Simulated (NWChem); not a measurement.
**F3Te (+1) in NWChem**

SMILES: [Te+](F)(F)F
```xyz
4

Te    -0.3069    -0.1143     0.0000
F      0.8755    -0.5431     1.4108
F      0.8755    -0.5431    -1.4108
F      0.0224     1.7468     0.0000
```
Charge +1, spin multiplicity 1.

All runs are NWChem calculations. All single points use one geometry, from PBE/def2-SVP with def2 effective core potentials on Te, a minimum by its harmonic frequencies.

Symmetry labels belong to the abelian group Cs used in the runs, with the axes of the coordinates shown; states degenerate in a higher group split over its labels.

Effective core potentials replace the inner electrons of Te; spin-orbit coupling is left out. The spin multiplicity of the parent species was assumed, not shown to be that of its ground state. The structure started from a generated list of species.

Problem. List the lowest 3 singlet excitations that CIS/def2-SVP with def2 effective core potentials on Te gives, with oscillator strengths.

Solution. 
```csv
state,symmetry,energy (eV),wavelength (nm),f
1,a",8.22,151,0.146
2,a',8.22,151,0.146
3,a',9.09,136,0.094
```
